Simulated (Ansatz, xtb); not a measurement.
# Relative energy of two isomers of C4H7F2N

We compare a, `C/C(N)=C\C(F)F`, a singlet, with b, `[H]/N=C(\C)CC(F)F`, a singlet. Both are isolated molecules in the gas phase, relaxed with B3LYP-D3(BJ)/def2-SVP; the shapes shown needn't be the lowest conformers.

a (Å):

```xyz
14

C     2.8646    0.0640   -1.3467
C     1.9338   -0.5684   -0.3452
C     0.6715   -0.9823   -0.6055
C    -0.0171   -0.9313   -1.9121
F    -1.1736   -0.1968   -1.8271
F    -0.4064   -2.1857   -2.3109
N     2.5187   -0.7522    0.8942
H     3.1897    1.0556   -0.9874
H     3.7691   -0.5551   -1.4629
H     2.4079    0.1993   -2.3327
H     1.9068   -1.0084    1.6608
H     3.2579   -0.1111    1.1574
H     0.0731   -1.4237    0.1987
H     0.5882   -0.5008   -2.7261
```

b (Å):

```xyz
14

C    -1.2689   -0.2204    1.2892
C    -0.7073    0.8560    0.3955
C    -0.7896    0.5960   -1.0986
C     0.4831   -0.0482   -1.6116
F     0.3877   -0.2805   -2.9463
F     0.6811   -1.2557   -0.9999
N    -0.1306    1.9268    0.7730
H    -1.1107    0.0100    2.3530
H    -0.7901   -1.1832    1.0486
H    -2.3497   -0.3465    1.1076
H    -0.0999    1.9776    1.7985
H    -1.6291   -0.0674   -1.3583
H    -0.9125    1.5539   -1.6230
H     1.3721    0.5771   -1.4217
```

**Question.** Estimate which is lower in electronic energy at CCSD(T)/def2-SVP + ΔMP2/def2-TZVPP, and by roughly how much.

**Answer.** The CCSD(T)/def2-SVP + ΔMP2/def2-TZVPP calculation puts structure b lower, by 18.7 kJ/mol.

How the difference moves with the method:

| level | geometry | E(b) − E(a) (kJ/mol) | departure from the last row (kJ/mol) | job, with rough time for the two |
| --- | --- | --- | --- | --- |
| B3LYP-D3(BJ)/def2-SVP | B3LYP-D3(BJ)/def2-SVP | −11.8 | +6.9 | optimisation, 2 min |
| HF/def2-SVP | B3LYP-D3(BJ)/def2-SVP | −20.9 | −2.3 | part of the CCSD(T) run |
| MP2/def2-SVP | B3LYP-D3(BJ)/def2-SVP | −24.1 | −5.4 | part of the CCSD(T) run |
| CCSD(T)/def2-SVP | B3LYP-D3(BJ)/def2-SVP | −28.9 | −10.2 | single point |
| CCSD(T)/def2-SVP + ΔMP2/def2-TZVPP | B3LYP-D3(BJ)/def2-SVP | −18.7 |  | single point, 2 min |

As drawn, b has 1 C=N, 1 C–C, 1 C–H in place of 1 C–N, 1 C=C, 1 N–H.

The levels shown agree on the order. The largest departure from CCSD(T)/def2-SVP + ΔMP2/def2-TZVPP is that of CCSD(T)/def2-SVP, 10.2 kJ/mol. No reliable frequencies are at hand for a, so it isn't confirmed as a minimum. Levels run at GFN2-xTB geometries aren't shown. The last row adds to CCSD(T) the change of the MP2 difference between the two basis sets, here +10.2 kJ/mol.

The correlated steps freeze 7 core orbitals. Codes used: Ansatz 0.2.0, xtb 6.7.1; the last row on 2 threads of Arm Neoverse V1 on a shared host.
